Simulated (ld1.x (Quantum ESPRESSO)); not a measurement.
**nickel: one change to a TM potential, before and after**

```
Element                 : Ni (Z = 28)
Generator               : ld1.x (Quantum ESPRESSO) 7.5
Type                    : norm-conserving Troullier–Martins (Kleinman–Bylander form)
Functional              : LDA (PZ)
Relativity              : scalar-relativistic
Frozen core             : [Ar]
Valence charge          : 10
Reference configuration : 3d8.5 4s1.5 4p0
Partial waves           : 4s (bound): rc 1.85 bohr; 4p (bound, empty): rc 2.40 bohr; 4f channel at -0.05 Ry: rc 2.35 bohr; 3d (bound): rc 1.00 bohr
Local potential         : the d channel
Core correction         : Bessel-smoothed model core inside 0.70 bohr
```

All-electron outer shells of the reference configuration (LDA (PZ), scalar-relativistic, ld1.x):

| shell | level (eV) | outermost node (bohr) | outermost maximum (bohr) |
| --- | --- | --- | --- |
| 3s | -107.80 | 0.30 | 0.64 |
| 3p | -68.62 | 0.27 | 0.65 |
| 3d | -6.85 | – | 0.63 |
| 4s | -5.27 | 0.92 | 2.27 |
| 4p | -1.08 | 1.01 | 3.34 |

Change: wave 4s (bound): rc 1.85 bohr becomes 4s (bound): rc 1.70 bohr.

Cutoffs: the cutoffs (Ry, on a coarse ladder) from which the occupation-weighted sum of valence levels, in a spherical-Bessel basis at the reference potential, stays within 10 and 1 mRy of its value at 400 Ry; they do not see the model core or the augmentation charge, which bear on the density cutoff. Errors are all-electron minus pseudo energies relative to the spin-unpolarised reference configuration.

Task: How do hardness, ghosts and transferability respond?

Result: Both files keep a bound ghost (p, s); of the 9 tests that both files solve, the error grows in 2 and shrinks in 1 by more than 15 % and 0.3 meV (median size 17.5 → 19.6 meV).

| quantity | base | changed |
| --- | --- | --- |
| cutoff, loose | 230 Ry | 230 Ry |
| cutoff, tight | over 300 Ry | over 300 Ry |
| loose cutoff by channel (10 mRy a level) | s 8 Ry, d 180 Ry | s 15 Ry, d 180 Ry |
| bound ghosts | s, p | s, p |
| error for 3d8 4s2 4p0, meV [ΔE 1.20 eV] | -31 | -28 |
| error for 3d8 4s1 4p0, meV [ΔE 10.80 eV] | -4.5 | -3.5 |
| error for 3d8 4s0 4p0, meV [ΔE 28.46 eV] | -17 | -19 |
| error for 3d9 4s1 4p0, meV [ΔE -0.43 eV] | -22 | -20 |
| error for 3d8 4s1.5 4p0, meV [ΔE 5.04 eV] | -17 | -15 |
| error for 3d7 4s0 4p0, meV [ΔE 66.26 eV] | -276 | -291 |
| error for 3d8 4s0 4p1, meV [ΔE 16.57 eV] | -11 | -14 |
| error for 3d8.5 4s1.5 4p0 (spin-polarised), meV [ΔE -0.59 eV] | +20 | +20 |
| error for 3d8 4s2 4p0 (spin-polarised), meV [ΔE 0.29 eV] | +17 | +20 |
| s: phases at 2.62 bohr within 0.05 rad from the reference energy up to (Ry; the scan ends near 5) | 1.4 | 1.3 |
| p: phases at 2.62 bohr within 0.05 rad from the reference energy up to (Ry; the scan ends near 5) | 2.8 | 2.8 |
| d: phases at 2.62 bohr within 0.05 rad from the reference energy up to (Ry; the scan ends near 5) | to the end of the scan | to the end of the scan |
| f: phases at 2.62 bohr within 0.05 rad from the reference energy up to (Ry; the scan ends near 5) | 4.5 | 4.5 |

Base: These tests converged, but a pseudo level misses the all-electron one widely, so the file describes the atom poorly there or has found another state: 3d8 4s0 4p0: empty 4p by 2.5 eV (a node warning on the way). A true bound ghost makes a file unfit for plane-wave use even where its test errors are small: the radial tests pick states by their node count and pass the ghost by.
